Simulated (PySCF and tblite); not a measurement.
Results of a calculation; reference values are marked as such.
C4H7F3S, numbered as in [CH3:1][S:2][C:3]([F:4])([F:5])[CH2:6][CH2:7][F:8]. Free energies: PBE0-D3(BJ)/pcSseg-1 on GFN2-xTB structures plus GFN2-xTB thermal terms, symmetry and mirror images included. Conformers within 3 kcal/mol (GFN2-xTB free energy) were kept, 10 at most. GIAO shieldings: PBE0/pcSseg-1. Shifts are against TMS (¹H), TMS (¹³C), CFCl3 (¹⁹F) at the same level. Programs: PySCF with density fitting and tblite.

Torsions listed: C1–S2–C3–F4, S2–C3–C6–C7, C3–C6–C7–F8. Of a mirror pair one member is shown.

| conformer | shape | point group | mirror pair | ΔE(DFT) | Δ(G−E) at 323.15 K | δ F8 (ppm) |
| --- | --- | --- | --- | --- | --- | --- |
| 1 | -57°, 180°, 180° | Cs | no | 0.00 | 0.00 | -262.7 |
| 2 | -56°, -64°, 81° | C1 | yes | 0.07 | 0.12 | -240.4 |
| 3 | -56°, -63°, -179° | C1 | yes | 0.11 | 0.04 | -256.6 |
| 4 | -60°, 178°, 79° | C1 | yes | 0.79 | 0.10 | -239.5 |
| 5 | -59°, -58°, -72° | C1 | yes | 1.01 | 0.14 | -243.9 |
| 6 | -176°, 51°, -90° | C1 | yes | 1.35 | 0.50 | -246.4 |
| 7 | 55°, -61°, 176° | C1 | yes | 1.93 | 0.11 | -261.3 |
| 8 | -166°, 178°, 178° | C1 | yes | 1.96 | 0.06 | -261.3 |

Energies in kcal/mol; the thermal term leaves out symmetry numbers and mirror images.

Problem. Work out the weights at 323.15 K and the ¹⁹F shift of F8 under fast exchange.

Solution. RT = 0.642 kcal/mol. Each conformer gets RT ln(σ/g), with σ the rotational symmetry number and g = 2 for a mirror pair: 1: σ = 1, g = 1, G = 0.00 + 0.00 + 0.00 = 0.00, 0.29 above the lowest, exp(−ΔG/RT) = 0.636; 2: σ = 1, g = 2, G = 0.07 + 0.12 − 0.45 = -0.25, 0.04 above the lowest, exp(−ΔG/RT) = 0.945; 3: σ = 1, g = 2, G = 0.11 + 0.04 − 0.45 = -0.29, 0.00 above the lowest, exp(−ΔG/RT) = 1.000; 4: σ = 1, g = 2, G = 0.79 + 0.10 − 0.45 = 0.44, 0.73 above the lowest, exp(−ΔG/RT) = 0.319; 5: σ = 1, g = 2, G = 1.01 + 0.14 − 0.45 = 0.71, 1.00 above the lowest, exp(−ΔG/RT) = 0.211; 6: σ = 1, g = 2, G = 1.35 + 0.50 − 0.45 = 1.41, 1.70 above the lowest, exp(−ΔG/RT) = 0.071; 7: σ = 1, g = 2, G = 1.93 + 0.11 − 0.45 = 1.59, 1.88 above the lowest, exp(−ΔG/RT) = 0.054; 8: σ = 1, g = 2, G = 1.96 + 0.06 − 0.45 = 1.58, 1.87 above the lowest, exp(−ΔG/RT) = 0.054. The sum is 3.290, so the weights are 19.3, 28.7, 30.4, 9.7, 6.4, 2.2, 1.6, 1.6 %. The averaged shift is -250.6 ppm. At 298.15 K it is -250.7 ppm. At 298.15 K the leading conformer alone gives -256.6 ppm and bare DFT energies give -251.9 ppm.

Unscaled ¹⁹F shifts at such levels can be off by tens of ppm; differences between conformers or isomers are more reliable.


Conformer gaps in pcSseg-1 on xTB geometries can be 2 kcal/mol off for S=O, P=O and other polar bonds.